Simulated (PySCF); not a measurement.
C4H3BO2.
Numbering: `[CH:1]#[C:2][C:3]#[C:4][B:5]([OH:6])[OH:7]` (hydrogens: H8 on C1; H9 on O6; H10 on O7)

Method: PBE0-D3(BJ)/def2-SVP geometry optimisation, gas phase (PySCF 2.14.0); density fitting, grid level 1; the optimiser is geomeTRIC in internal coordinates, started from a GFN2-xTB structure with every atom displaced at random (about 0.01 Å).

Step 0: E = -8949.5392 eV
```
atom  x, y, z in Å  |  force x, y, z in eV/Å
C1      3.5124    0.0070   -0.1067   -2.982   0.074  -0.021
C2      2.2812    0.0160   -0.1109    1.646  -0.070  -0.020
C3      0.9076    0.0076   -0.1223    7.821   0.045   0.065
C4     -0.2520    0.0067   -0.1215   -8.499  -0.140  -0.084
B5     -1.8283   -0.0224   -0.1430    0.933   0.463   0.162
O6     -2.5217   -1.1661   -0.2658   -0.450  -0.118  -0.061
O7     -2.5440    1.1166   -0.0167   -0.611  -0.409  -0.050
H8      4.5554    0.0471   -0.1171    1.371  -0.009   0.011
H9     -1.9987   -1.9617   -0.3288    0.284  -0.186  -0.033
H10    -2.0618    1.9276    0.0872    0.488   0.350   0.032
```

Step 1: E = -8949.8187 eV
```
atom  x, y, z in Å  |  force x, y, z in eV/Å
C1      3.4994    0.1048   -0.1141    0.435  -0.202   0.015
C2      2.2966   -0.0679   -0.0978   -0.116   0.277  -0.035
C3      0.9315   -0.1151   -0.0991   -1.082  -0.026   0.024
C4     -0.3025   -0.0992   -0.1032    0.960  -0.015  -0.017
B5     -1.8469   -0.0259   -0.1369   -0.056  -0.104   0.015
O6     -2.6041   -1.1433   -0.2797    0.020   0.096   0.006
O7     -2.4962    1.1570   -0.0262   -0.116   0.016   0.008
H8      4.5735    0.1973   -0.1269   -0.139   0.015   0.006
H9     -2.0819   -1.9478   -0.3367    0.029   0.023  -0.011
H10    -1.9193    1.9186    0.0752    0.066  -0.080  -0.011
```

Task: Estimate the geometry and energy of step 2. (The exact step hangs on the optimiser's Hessian estimate; all steps are aligned on step 1, rigid shifts and turns removed.)

Result: E = -8949.8361 eV, largest force 0.239 eV/Å
```
atom  x, y, z in Å  |  force x, y, z in eV/Å
C1      3.5053    0.0827   -0.1148   -0.095  -0.202   0.018
C2      2.2927   -0.0334   -0.1032    0.090   0.219  -0.028
C3      0.9234   -0.0668   -0.1037   -0.209  -0.026   0.021
C4     -0.3035   -0.0636   -0.1056    0.217   0.002  -0.014
B5     -1.8515   -0.0239   -0.1321   -0.003  -0.066  -0.014
O6     -2.5837   -1.1549   -0.2754    0.014   0.012   0.003
O7     -2.5255    1.1444   -0.0207   -0.060   0.027   0.018
H8      4.5789    0.1312   -0.1226    0.001   0.035   0.001
H9     -2.0383   -1.9433   -0.3388    0.008  -0.009  -0.010
H10    -1.9477    1.9059    0.0713    0.037   0.006   0.004
```

The energy changes by -0.0173 eV. The first-order estimate −F·Δx gives -0.0248 eV and the mean of the old and new forces, exact on a quadratic surface, -0.0173 eV. The step makes an angle of 82° with the force vector and moves no atom by more than 0.066 Å.

The cost below is that of the whole optimisation. Hardware: one thread of an Arm Neoverse V2, no GPU, shared host with 96 logical CPUs at a one-minute load of 84. Cost: 38 s, 0.44 GiB resident at most.
